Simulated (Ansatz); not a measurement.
This geometry of a periodic cell of 15 atoms, TiW$_{14}$ (host W, host structure bcc, dopant Ti, one W atom removed) is a first-order saddle point.

Method: DFT PBE, scalar-relativistic, plane waves, PAW (Ansatz). Settings: PAW set soft_1, cutoff 420 eV, k mesh 3x3x3, gaussian smearing 0.1 eV, no spin polarisation.

```xyz
15
Lattice="6.3200 0.0000 0.0000 0.0000 6.3200 0.0000 0.0000 0.0000 6.3200" Properties=species:S:1:pos:R:3
Ti 0.801 0.787 0.792
W 3.228 -0.035 -0.032
W -0.026 3.216 -0.030
W -0.027 -0.034 3.220
W 3.135 3.126 0.004
W 3.134 0.001 3.129
W 4.692 1.613 1.616
W 0.008 3.127 3.131
W 1.622 4.680 1.618
W 1.622 1.615 4.685
W 3.159 3.151 3.155
W 4.781 4.772 1.582
W 4.781 1.579 4.775
W 1.587 4.774 4.778
W 4.757 4.748 4.751
```

Task: Which two structures does it join? (They come from a converged band through this point; their orientation in space is the band's.)

Result: The atom that moves furthest is Ti1, by 2.56 Å; four of its nearest neighbours are W7 2.74, W10 2.74, W9 2.74, W13 2.76 Å at the first end and W2 2.74, W3 2.74, W4 2.74, W5 2.76 Å at the last.

First end point:

```xyz
15
Lattice="6.3200 0.0000 0.0000 0.0000 6.3200 0.0000 0.0000 0.0000 6.3200" Properties=species:S:1:pos:R:3
Ti 0.065 0.048 0.055
W 3.169 0.002 0.010
W 0.021 3.151 0.010
W 0.022 0.002 3.158
W 3.143 3.125 0.034
W 3.143 0.027 3.132
W 4.734 1.590 1.597
W 0.045 3.124 3.132
W 1.608 4.716 1.597
W 1.608 1.590 4.724
W 3.172 3.154 3.161
W 4.761 4.743 1.582
W 4.761 1.574 4.750
W 1.593 4.743 4.750
W 4.745 4.727 4.734
```

Last end point:

```xyz
15
Lattice="6.3200 0.0000 0.0000 0.0000 6.3200 0.0000 0.0000 0.0000 6.3200" Properties=species:S:1:pos:R:3
Ti 1.532 1.532 1.532
W 3.184 -0.012 -0.012
W -0.012 3.184 -0.012
W -0.012 -0.012 3.184
W 3.155 3.155 0.005
W 3.155 0.005 3.155
W 4.748 1.576 1.576
W 0.005 3.155 3.155
W 1.576 4.748 1.576
W 1.576 1.576 4.748
W 3.171 3.171 3.171
W 4.773 4.773 1.552
W 4.773 1.552 4.773
W 1.552 4.773 4.773
W 4.744 4.744 4.744
```

Task: How far does it lie above each of them?

Result: 1.01 eV above the first and 1.01 eV above the second. This is the barrier of this one path; another mechanism may lie lower. Limits of this set-up: coarse k mesh, a small cell, in which the defect meets its images, a typed lattice constant that wasn't relaxed here.

The run took 49 min on 4 threads of Arm Neoverse V1 (shared host), peak memory 3.2 GiB.
